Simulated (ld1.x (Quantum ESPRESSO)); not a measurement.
An all-electron radial function and its pseudo partner (thulium)

Columns: radius, all-electron u(r) and pseudo u(r) of the 6p shell (level -5.87 eV) of thulium in the configuration [Xe] 4f12 5d1 6s1 6p0; Wu–Cohen, scalar-relativistic, TM semilocal scheme, ld1.x (Quantum ESPRESSO) 7.5.

```tsv
r (bohr)	all-electron	pseudo
0.200	-0.0704	0.0021
0.400	0.1398	0.0084
0.600	0.0205	0.0191
0.800	-0.1534	0.0343
1.000	-0.2375	0.0543
1.200	-0.2328	0.0793
1.400	-0.1709	0.1096
1.600	-0.0799	0.1452
1.800	0.0212	0.1860
2.000	0.1209	0.2312
2.200	0.2127	0.2798
2.400	0.2935	0.3299
2.600	0.3621	0.3791
2.800	0.4185	0.4249
3.000	0.4630	0.4647
3.200	0.4965	0.4966
3.400	0.5196	0.5195
3.600	0.5333	0.5333
3.800	0.5386	0.5386
4.000	0.5367	0.5367
4.200	0.5288	0.5288
4.400	0.5163	0.5163
4.600	0.5004	0.5004
4.800	0.4820	0.4820
5.000	0.4618	0.4618
5.200	0.4406	0.4406
```

Problem. How many radial nodes do the two functions have?

Solution. The all-electron 6p function has n − l − 1 = 4 (the table is too coarse to show those close to the nucleus); the pseudo-wave has 0, since the states of the same l below it are removed with the core.

Problem. At about which radius was the pseudo-wave matched?

Solution. 4.00 bohr. The columns agree to 0.0005 from 3.20 bohr on; several derivatives are matched, so the curves merge somewhat inside the radius.

Problem. Is the pseudo-wave norm-conserving?

Solution. Yes: the TM semilocal scheme keeps the norm inside the radius equal to the all-electron one, which fixes the energy derivative of the logarithmic derivative at the level.
